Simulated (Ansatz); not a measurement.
This triplet lies 0.84 eV below the relaxed singlet at the level B3LYP/cc-pVTZ // PBE0-D3(BJ)/def2-TZVP (Ansatz, a first-principles code).

A geometry relaxed with PBE0-D3(BJ)/def2-TZVP (Ansatz), charge 1, multiplicity 3:

```xyz
5

C     -0.0659    -0.0036    -0.2158
N     -1.2214    -0.0744    -0.3686
H     -2.2210    -0.1372    -0.5009
C      1.2216     0.0762    -0.0456
H      2.2867     0.1391     0.0952
```

Question: Write the SMILES of this molecule.

Answer: `C#C[NH+]`
